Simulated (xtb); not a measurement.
C₂H₈AlO, charge +1, singlet, at a GFN2-xTB geometry (such geometries of metal compounds can be far from the true shape); xtb with GFN0-xTB.

The xtb input:
```
$ xtb mol.xyz --gfn 0 --chrg 1 --ohess --json

# file mol.xyz
12

Al     0.21641865    -0.18066494     0.17099896
C      1.81494572     0.04273391    -0.95502778
H      2.67333236    -0.49931717    -0.54443806
H      2.11614400     1.09517569    -1.04160101
H      1.65906473    -0.33509978    -1.97423916
C     -0.93205662    -0.77976423     1.65262531
H     -1.78967520    -1.36770981     1.29955395
H     -1.33259592     0.06256565     2.23219209
H     -0.38141664    -1.41395978     2.35535038
O     -1.03159712     0.86117084    -0.81509626
H     -0.84262559     1.33721661    -1.63776425
H     -1.96022781     1.00258793    -0.57685548
```

### Question
What does xtb print? Leave out banner, timings and long lists.

### Answer

```
   ID    Z sym.   atoms
    1   13 Al     1
    2    6 C      2, 6
    3    1 H      3-5, 7-9, 11, 12
    4    8 O      10

           -------------------------------------------------
          |                Calculation Setup                |
           -------------------------------------------------

           -------------------------------------------------
          |                 G F N 0 - x T B                 |
           -------------------------------------------------

          ...................................................
          :                      SETUP                      :
          :.................................................:
          :  # basis functions                  38          :
          :  # atomic orbitals                  37          :
          :  # shells                           25          :
          :  # electrons                        24          :
          :  electronic temp.          300.0000000     K    :
          :  accuracy                    1.0000000          :
          :  -> integral cutoff          0.2500000E+02      :
          :  -> integral neglect         0.1000000E-07      :
          ...................................................

         :::::::::::::::::::::::::::::::::::::::::::::::::::::
         ::                     SUMMARY                     ::
         :::::::::::::::::::::::::::::::::::::::::::::::::::::
         :: total energy             -11.511709723017 Eh    ::
         :: gradient norm              0.033268870453 Eh/a0 ::
         :: HOMO-LUMO gap              4.182838347775 eV    ::
         ::.................................................::
         :: H0 energy                -12.942313011917 Eh    ::
         :: repulsion energy           0.159449160906 Eh    ::
         :: electrostat energy         1.273068152949 Eh    ::
         :: -> Gsolv                   0.000000000000 Eh    ::
         ::    -> Gsasa                0.000000000000 Eh    ::
         ::    -> Gshift               0.000000000000 Eh    ::
         :: dispersion energy         -0.001914024956 Eh    ::
         :: short-range corr.         -0.000000000000 Eh    ::
         :: add. restraining           0.000000000000 Eh    ::
         :: total charge               1.000000000000 e     ::
         :::::::::::::::::::::::::::::::::::::::::::::::::::::

      -----------------------------------------------------------
     |                   =====================                   |
     |                        A N C O P T                        |
     |                   =====================                   |
     |               Approximate Normal Coordinate               |
     |                Rational Function Optimizer                |
      -----------------------------------------------------------
      -----------------------------------------------------------
     |                   =====================                   |
     |                        A N C O P T                        |
     |                   =====================                   |
     |               Approximate Normal Coordinate               |
     |                Rational Function Optimizer                |
      -----------------------------------------------------------

          ...................................................
          :                      SETUP                      :
          :.................................................:
          :   optimization level            normal          :
          :   max. optcycles                   200          :
          :   ANC micro-cycles                  20          :
          :   degrees of freedom                30          :
          :.................................................:
          :   RF solver                   davidson          :
          :   write xtbopt.log                true          :
          :   linear?                        false          :
          :   energy convergence         0.5000000E-05 Eh   :
          :   grad. convergence          0.1000000E-02 Eh/α :
          :   maxmium RF displ.          1.0000000          :
          :   Hlow (freq-cutoff)         0.1000000E-01      :
          :   Hmax (freq-cutoff)         5.0000000          :
          :   S6 in model hess.         20.0000000          :
          ...................................................

generating ANC from exact Hessian ...
Using Lindh-Hessian (1995)
 Shifting diagonal of input Hessian by    9.2674025288441535E-003
 Lowest  eigenvalues of input Hessian
    0.000000    0.000000    0.000000    0.000000    0.000000    0.000000
    0.010000    0.011244    0.011800    0.012674    0.012976    0.013484
    0.027238    0.034073    0.034354    0.036577    0.040329    0.049923
 Highest eigenvalues
    1.029170    1.029487    1.032824    1.036797    1.419145    1.484609

........................................................................
.............................. CYCLE    1 ..............................
........................................................................
 * total energy  :   -11.5117097 Eh     change        0.0000000E+00 Eh
   gradient norm :     0.0332689 Eh/α   predicted     0.0000000E+00 (   0.00%)
   displ. norm   :     0.3121009 α      lambda       -0.4872083E-02
   maximum displ.:     0.2274586 α      in ANC's #5, #10, #11, ...

........................................................................
.............................. CYCLE    2 ..............................
........................................................................
 * total energy  :   -11.5157612 Eh     change       -0.4051465E-02 Eh
   gradient norm :     0.0301657 Eh/α   predicted    -0.2673330E-02 ( -34.02%)
   displ. norm   :     0.4717924 α      lambda       -0.6403263E-02
   maximum displ.:     0.3435730 α      in ANC's #5, #10, #11, ...

........................................................................
[...]
 * total energy  :   -11.5200544 Eh     change       -0.4293250E-02 Eh
 * total energy  :   -11.5210293 Eh     change       -0.9748955E-03 Eh
 * total energy  :   -11.5213919 Eh     change       -0.3625548E-03 Eh
 * total energy  :   -11.5216390 Eh     change       -0.2471422E-03 Eh
 * total energy  :   -11.5217584 Eh     change       -0.1193597E-03 Eh
 * total energy  :   -11.5218807 Eh     change       -0.1222617E-03 Eh
 * total energy  :   -11.5219595 Eh     change       -0.7888303E-04 Eh
 * total energy  :   -11.5220227 Eh     change       -0.6312590E-04 Eh
 * total energy  :   -11.5220590 Eh     change       -0.3631202E-04 Eh
 * total energy  :   -11.5220771 Eh     change       -0.1811425E-04 Eh
 * total energy  :   -11.5220806 Eh     change       -0.3468844E-05 Eh
   *** GEOMETRY OPTIMIZATION CONVERGED AFTER 13 ITERATIONS ***
         :: total energy             -11.522080555525 Eh    ::
[...]
Writing topology from bond orders to xtbtopo.mol

 dipole moment from electron density (au)
     X       Y       Z
  -2.3195   1.9363  -1.8327  total (Debye):    8.982

           -------------------------------------------------
          |               Frequency Printout                |
           -------------------------------------------------
 projected vibrational frequencies (cm⁻¹)
eigval :       -0.00    -0.00    -0.00     0.00     0.00     0.00
eigval :      -47.99   -35.19   101.88   113.40   125.84   174.83
eigval :      261.65   340.94   356.46   399.60   404.04   429.96
eigval :      445.82   510.21   548.11  1228.15  1232.75  1436.42
eigval :     1436.54  1441.41  1441.57  1617.77  2990.42  2993.14
eigval :     3004.37  3004.60  3036.40  3038.06  3473.24  3511.37
 reduced masses (amu)
   1: 14.57   2: 10.56   3: 14.77   4: 11.13   5: 17.01   6: 12.98   7:  1.24   8:  3.23
   9: 14.43  10: 10.53  11: 11.89  12:  1.08  13:  2.40  14:  3.27  15:  7.01  16:  3.55
  17:  5.22  18:  4.92  19: 10.16  20: 16.83  21: 19.68  22:  2.90  23:  3.07  24:  1.69
  25:  1.67  26:  1.71  27:  1.70  28:  2.02  29:  1.38  30:  1.40  31:  1.94  32:  1.95
  33:  1.86  34:  1.84  35:  2.04  36:  1.58
 IR intensities (km·mol⁻¹)
   1: 10.38   2:  3.51   3: 10.71   4:  1.78   5: 11.54   6:  1.76   7:  0.00   8:  5.22
   9:  5.91  10:  5.82  11:  0.91  12:  0.00  13:  0.00  14:  1.02  15: 10.78  16:235.53
  17: 12.99  18: 15.15  19:  0.35  20: 11.45  21:  3.07  22:  6.78  23: 64.12  24:  2.72
  25: 29.50  26:  0.02  27: 49.31  28:  5.19  29:131.19  30:  5.43  31:  0.26  32: 42.70
  33:  5.28  34: 56.69  35:  9.95  36: 90.85
 Raman intensities (Ä⁴*amu⁻¹)
   1:  0.00   2:  0.00   3:  0.00   4:  0.00   5:  0.00   6:  0.00   7:  0.00   8:  0.00
   9:  0.00  10:  0.00  11:  0.00  12:  0.00  13:  0.00  14:  0.00  15:  0.00  16:  0.00
  17:  0.00  18:  0.00  19:  0.00  20:  0.00  21:  0.00  22:  0.00  23:  0.00  24:  0.00
  25:  0.00  26:  0.00  27:  0.00  28:  0.00  29:  0.00  30:  0.00  31:  0.00  32:  0.00
  33:  0.00  34:  0.00  35:  0.00  36:  0.00
 output can be read by thermo (or use thermo option).
 writing <g98.out> molden fake output.
 recommended (thermochemical) frequency scaling factor: 1.0
           -------------------------------------------------
          |             Thermodynamic Functions             |
           -------------------------------------------------

c2v symmetry found (for desy threshold:  0.10E+00) used in thermo

          ...................................................
          :                      SETUP                      :
          :.................................................:
          :  # frequencies                          28      :
          :  # imaginary freq.                       2      :
          :  linear?                             false      :
          :  only rotor calc.                    false      :
          :  symmetry                              c2v      :
          :  rotational number                       2      :
          :  scaling factor                  1.0000000      :
          :  rotor cutoff                   50.0000000 cm⁻¹ :
          :  imag. cutoff                  -20.0000000 cm⁻¹ :
          :.................................................:

    mode    ω/cm⁻¹     T·S(HO)/kcal·mol⁻¹    T·S(FR)/kcal·mol⁻¹   T·S(vib)
   ------------------------------------------------------------------------
       1    101.88    -1.01907 ( 94.52%)    -0.84531 (  5.48%)    -1.00955
       2    113.40    -0.95704 ( 96.36%)    -0.81363 (  3.64%)    -0.95181
       3    125.84    -0.89701 ( 97.57%)    -0.78281 (  2.43%)    -0.89424
       4    174.83    -0.71046 ( 99.34%)    -0.68549 (  0.66%)    -0.71029
       5    261.65    -0.49217 ( 99.87%)    -0.56613 (  0.13%)    -0.49227
   ------------------------------------------------------------------------

   temp. (K)  partition function   enthalpy   heat capacity  entropy
                                   cal/mol     cal/K/mol   cal/K/mol   J/K/mol
 298.15  VIB   104.                 3484.857     21.340     20.859
         ROT  0.515E+05              888.752      2.981     24.542
         INT  0.536E+07             4373.609     24.321     45.402
         TR   0.629E+27             1481.254      4.968     38.845
         TOT                        5854.8631    29.2890    84.2473   352.4906

       T/K    H(0)-H(T)+PV         H(T)/Eh          T*S/Eh         G(T)/Eh
   ------------------------------------------------------------------------
    298.15    0.933032E-02    0.984043E-01    0.400286E-01    0.583757E-01
   ------------------------------------------------------------------------

         :::::::::::::::::::::::::::::::::::::::::::::::::::::
         ::                  THERMODYNAMIC                  ::
         :::::::::::::::::::::::::::::::::::::::::::::::::::::
         :: total free energy         -11.463704866847 Eh   ::
         ::.................................................::
         :: total energy              -11.522080555525 Eh   ::
         :: zero point energy           0.089073975044 Eh   ::
         :: G(RRHO) w/o ZPVE           -0.030698286366 Eh   ::
         :: G(RRHO) contrib.            0.058375688678 Eh   ::
         :::::::::::::::::::::::::::::::::::::::::::::::::::::
imag cut-off (cm-1) :    5.00
 found            2  significant imaginary frequencies
 writing imag mode distorted coords to xtbhess.xyz
 for further optimization.

optimized geometry written to: xtbopt.xyz

           -------------------------------------------------
          | TOTAL ENERGY              -11.522080555525 Eh   |
          | TOTAL ENTHALPY            -11.423676262243 Eh   |
          | TOTAL FREE ENERGY         -11.463704866847 Eh   |
          | GRADIENT NORM               0.000318797418 Eh/α |
          | HOMO-LUMO GAP               4.611789999980 eV   |
           -------------------------------------------------

normal termination of xtb
```
